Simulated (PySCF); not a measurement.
H6O2Si3Te.
Bonds: O1–Si2, Si2–O3, O3–Si4, Si4–Te5, Te5–Si6, O1–Si6. Hydrogens: H7, H8 on Si2; H9, H10 on Si4; H11, H12 on Si6.

Computed by this run: PBE0-D3(BJ)/def2-SVP geometry optimisation, gas phase, def2 core potentials past Kr in PySCF 2.14.0; density fitting, grid level 1; the optimiser is geomeTRIC in internal coordinates, started from a GFN2-xTB structure with every atom displaced at random (about 0.01 Å).

Step 2: E = -35098.9369 eV
```
atom  x, y, z in Å  |  force x, y, z in eV/Å
O1      1.2272   -0.6733    0.6424   -0.009   0.015  -0.033
Si2    -0.2001   -0.8969    1.4493    0.028   0.039  -0.060
O3     -1.4002   -0.1258    0.6133   -0.004   0.046  -0.074
Si4    -1.7426    0.8025   -0.7168   -0.016  -0.044   0.100
Te5     0.2697    1.1464   -2.1920   -0.003  -0.029  -0.023
Si6     1.9446    0.0407   -0.6676   -0.026  -0.014   0.062
H7     -0.5021   -2.3493    1.5004   -0.001   0.001   0.036
H8     -0.0881   -0.2900    2.8000   -0.010  -0.035   0.016
H9     -2.7920    0.1219   -1.5260    0.015   0.011  -0.014
H10    -2.2466    2.1285   -0.2602    0.018  -0.001  -0.004
H11     2.9138    1.0664   -0.1905   -0.001  -0.003   0.001
H12     2.6560   -0.9992   -1.4616    0.007   0.014  -0.005
```

Step 3: E = -35098.9390 eV
```
atom  x, y, z in Å  |  force x, y, z in eV/Å
O1      1.2269   -0.6721    0.6424   -0.018  -0.006   0.000
Si2    -0.2004   -0.8989    1.4467    0.006  -0.005   0.016
O3     -1.4004   -0.1244    0.6136    0.007   0.003  -0.016
Si4    -1.7427    0.8025   -0.7141    0.002   0.021   0.004
Te5     0.2640    1.1211   -2.2057   -0.011  -0.044  -0.005
Si6     1.9431    0.0421   -0.6660    0.009   0.038  -0.016
H7     -0.5031   -2.3517    1.5033    0.002   0.009  -0.004
H8     -0.0919   -0.3062    2.8045   -0.002  -0.005  -0.007
H9     -2.8000    0.1329   -1.5221    0.006   0.006  -0.001
H10    -2.2270    2.1371   -0.2619    0.007  -0.009   0.009
H11     2.9018    1.0802   -0.1932   -0.009  -0.011   0.015
H12     2.6693   -0.9904   -1.4568    0.002   0.006   0.006
```

Step 4: E = -35098.9422 eV
```
atom  x, y, z in Å  |  force x, y, z in eV/Å
O1      1.2258   -0.6686    0.6425   -0.016  -0.034   0.041
Si2    -0.2014   -0.9053    1.4415   -0.021  -0.053   0.097
O3     -1.3991   -0.1207    0.6148    0.011  -0.055   0.065
Si4    -1.7405    0.8046   -0.7099    0.027   0.097  -0.110
Te5     0.2487    1.0514   -2.2411   -0.024  -0.062   0.008
Si6     1.9394    0.0475   -0.6642    0.044   0.089  -0.095
H7     -0.5052   -2.3586    1.4962    0.005   0.013  -0.053
H8     -0.0987   -0.3380    2.8110    0.008   0.032  -0.029
H9     -2.8221    0.1600   -1.5051   -0.007   0.003   0.011
H10    -2.1776    2.1566   -0.2625   -0.008  -0.015   0.024
H11     2.8677    1.1144   -0.1945   -0.016  -0.014   0.028
H12     2.7027   -0.9715   -1.4378   -0.002  -0.001   0.012
```

**Question.** Estimate the geometry and energy of step 5. (The exact step hangs on the optimiser's Hessian estimate; all steps are aligned on step 4, rigid shifts and turns removed.)

**Answer.** E = -35098.9561 eV, largest force 0.843 eV/Å
```
atom  x, y, z in Å  |  force x, y, z in eV/Å
O1      1.2178   -0.6481    0.6512    0.068  -0.162   0.271
Si2    -0.2085   -0.9506    1.4189   -0.159  -0.242   0.391
O3     -1.3870   -0.0970    0.6317   -0.043  -0.302   0.509
Si4    -1.6977    0.8219   -0.6858    0.120   0.334  -0.765
Te5     0.1434    0.5679   -2.4013   -0.020  -0.051   0.136
Si6     1.8935    0.0895   -0.6559    0.204   0.190  -0.491
H7     -0.5197   -2.4061    1.4329    0.015   0.046  -0.273
H8     -0.1380   -0.5288    2.8439    0.054   0.217  -0.103
H9     -2.9157    0.3555   -1.4009   -0.085   0.012   0.096
H10    -1.8261    2.2515   -0.2942   -0.048  -0.011   0.097
H11     2.6033    1.3279   -0.2244   -0.086  -0.002   0.072
H12     2.8746   -0.8116   -1.3253   -0.021  -0.029   0.062
```

The energy changes by -0.0139 eV. The first-order estimate −F·Δx gives -0.0264 eV and the mean of the old and new forces, exact on a quadratic surface, -0.0032 eV. The step makes an angle of 83° with the force vector and moves no atom by more than 0.520 Å.

What follows is the cost of the whole optimisation. Hardware: one thread of an Arm Neoverse N1, on a shared host. Cost: 4.2 min of wall time, 0.56 GiB resident at most.
